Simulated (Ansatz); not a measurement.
An input meant for LaF3⁻ (charge -1, doublet; atoms displaced at random, 0.15 Å in each coordinate).

```yaml
crystal:
  periodic: [false, false, false]
  atoms:
    - {symbol: La, position_ang: [0.079595, 0.160799, 0.536177]}
    - {symbol: F, position_ang: [1.937977, 0.023706, -0.252510]}
    - {symbol: F, position_ang: [-1.031343, 1.930924, -0.425951]}
    - {symbol: F, position_ang: [-1.054323, -1.676298, -0.271670]}
basis:
  gaussian: {orbitals: def2-TZVP, final_grid: {core_spheres: 20, valence_spheres: 16, degree: 47}}
total_charge: -1
magnetization: {spin_polarized: true, initial_magnetization: 1}
hamiltonian: {xc: {name: HF}}
correlation: {method: mp2, frozen_orbitals: {La: 0}}
scf: {omitted_lower_state_checks: [starts]}
```

```sh
$ ansatz run in.yaml --threads 4 --pin off --events-out ev --progress --plain --max-ram 3916MiB
```

Output, abridged:

```
Functional definition: HF
Error: "frozen_orbitals" has no count for F
```

Task: What is wrong with this run?

Result: Frozen orbitals are typed for one element alone, and the program wants a count for each (the count typed has to fit that element's core, too). The input was rejected before any iteration.
